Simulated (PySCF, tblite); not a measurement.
C₈H₁₅P.
Bonds: C1–C2 (triple), C2–C3, C3–P4, P4–C5, C5–C6, P4–C7, C7–C8, C7–C9. Hydrogens: H10 on C1; H11, H12 on C3; H13, H14 on C5; H15, H16, H17 on C6; H18 on C7; H19, H20, H21 on C8; H22, H23, H24 on C9.

Structure optimised with GFN2-xTB, isolated species.

Q: List the bond lengths, angles and torsions at this level.

A: 
| bond | length (pm) | order |
| --- | --- | --- |
| C1≡C2 | 119.8 | triple |
| C2–C3 | 143.8 | single |
| C3–P4 | 188.0 | single |
| P4–C5 | 186.7 | single |
| C5–C6 | 152.4 | single |
| P4–C7 | 188.2 | single |
| C7–C8, C7–C9 | 152.6 | single |
| C1–H10 | 104.9 | single |
| C3–H11, C3–H12 | 109.4 | single |
| C5–H13, C5–H14 | 109.3 | single |
| C6–H15, C6–H16, C6–H17 | 108.8 | single |
| C7–H18 | 109.7 | single |
| C8–H19 and 5 like bonds | 108.9 | single |

Bonds in one row agree within 1 pm and their mean is given. Orders are formal, as drawn. A selection of angles:
| angle | degrees |
| --- | --- |
| C2–C1–H10 | 178.3 |
| C1–C2–C3 | 177.8 |
| C2–C3–P4 | 114.2 |
| C2–C3–H11 | 110.2 |
| P4–C3–H11 | 106.7 |
| H11–C3–H12 | 107.6 |
| C3–P4–C5 | 98.5 |
| C3–P4–C7 | 99.3 |
| C5–P4–C7 | 98.1 |
| P4–C5–C6 | 112.0 |
| P4–C5–H13 | 109.6 |
| P4–C5–H14 | 106.9 |
| C6–C5–H13 | 110.6 |
| C6–C5–H14 | 109.0 |
| H13–C5–H14 | 108.6 |
| C5–C6–H15 | 111.0 |
| C5–C6–H17 | 110.4 |
| H15–C6–H16 | 108.5 |
| H15–C6–H17 | 108.0 |
| P4–C7–C8 | 110.0 |
| P4–C7–H18 | 108.6 |
| C8–C7–C9 | 109.8 |
| C8–C7–H18 | 109.3 |
| C7–C8–H19 | 110.1 |
| C7–C8–H20 | 110.5 |
| H19–C8–H20 | 108.2 |
| H20–C8–H21 | 108.8 |

Dihedral angles: C2–C3–P4–C5 -51° (synclinal); C3–P4–C5–C6 -71° (synclinal); C3–P4–C7–C8 65° (synclinal). The mirror-image conformer, all signs reversed, is as good.

P4 (phosphine phosphorus) is pyramidal (angles 99.3°, 98.5° and 98.1°, sum 295.9°, 0.91 Å off the plane of its three neighbours). Of the pairs four or more bonds apart, C2···H13 is among the closest relative to their van der Waals radii: 2.64 Å, 91 % of the sum of Bondi's values. The 5 C–C bonds span 1.198 Å (C1≡C2, drawn triple) to 1.526 Å (C7–C9, drawn single), a spread of 0.328 Å.

Point group: C1 (no symmetry element, even within 0.4 Å). Its lowest GFN2-xTB frequency is 18i cm⁻¹, too small to tell a flat minimum from a shallow saddle. One conformer, not necessarily the lowest.

All values are computed, not measured.
